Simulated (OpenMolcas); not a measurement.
Au2+ among 6 point charges of -1.5 e arranged as an octahedron (Oh).

| Quantity | Value |
| --- | --- |
| Program | OpenMolcas |
| Method | SS-CASPT2, IPEA 0.25 Eh, imaginary shift 0.1 Eh (closed shells correlated: 5s 5p) |
| Basis | ANO-RCC-VDZP [7s6p4d2f] |
| Scalar Hamiltonian | DKH2, point nucleus |
| Active space | 9 electrons in 5 orbitals (5d) |
| State averaging | 2S+1 = 2 even, 5 roots |
| Spin-orbit coupling | state interaction with AMFI integrals over the reference wave functions |

All point charges move together. At R = 1.98 Å |10Dq| is 9885 cm-1, and at R = 2.17 Å it is 6641 cm-1.

A third run gives 4839 cm-1. What distance was it run at?

With a power law R^-n the two known points give n = -ln(6641 / 9885) / ln(2.17 / 1.98) = 4.34. Then R = 1.98 × (9885 / 4839)^(1/4.34) = 2.334 Å. The run was at 2.33 Å, so the estimate is off by +0.004 Å.

Roots that are degenerate in the reference are averaged as groups; the widest CASPT2 spread within a group is 45 cm-1 (the 2-fold group of multiplicity 2 near 0 cm-1 above the lowest state of its run, R = 2.17). Shifts and gaps below about the spread of the groups concerned are not significant. An orbital doublet at a regular site is open to a Jahn-Teller distortion, which this geometry leaves out. Free-ion shares, where given, are those of the reference states; single-state CASPT2 does not remix them. The ground term spreads over less than 5000 cm-1, several times less than with real ligands, so orbital moments are less quenched and χT lies further from the spin-only value than at real sites (holds for R = 2.33). This is an electrostatic model: the charges have no orbitals. No measured value stands beside these numbers.
